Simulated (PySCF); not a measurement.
C4H2F2O2, SMILES C1(=C(F)OCC1=O)F. Atoms are numbered in the order given.

```xyz
10

O     -0.2991     2.3990     0.0000
C      0.0512     1.2414     0.0000
C      1.5087     0.7416     0.0000
O      1.4445    -0.7038     0.0000
C      0.1569    -1.0260     0.0000
F     -0.0891    -2.3043     0.0000
C     -0.7239     0.0089     0.0000
F     -2.0468    -0.0842     0.0000
H      2.0509     1.0692     0.8989
H      2.0509     1.0692    -0.8989
```
Charge 0, spin multiplicity 1.

The structure is a stationary point at B3LYP-D3(BJ)/def2-SVP. The structure was generated by enumeration, and PubChem lists no compound with its InChIKey, so it may never have been made. Other conformers were not sampled.

All values below come from SMD-B3LYP/6-31G* (PySCF).

Solvation free energies are E(SMD) − E(gas) at the gas-phase geometry, for 1 M in both phases. In vacuum the dipole moment is 2.76 D.

**Question.** Rank water, ethylethanoate, ethanol by solvation free energy, most negative first.

**Answer.** ethylethanoate (-5.4 kcal/mol), ethanol (-5.1 kcal/mol), water (-3.7 kcal/mol)
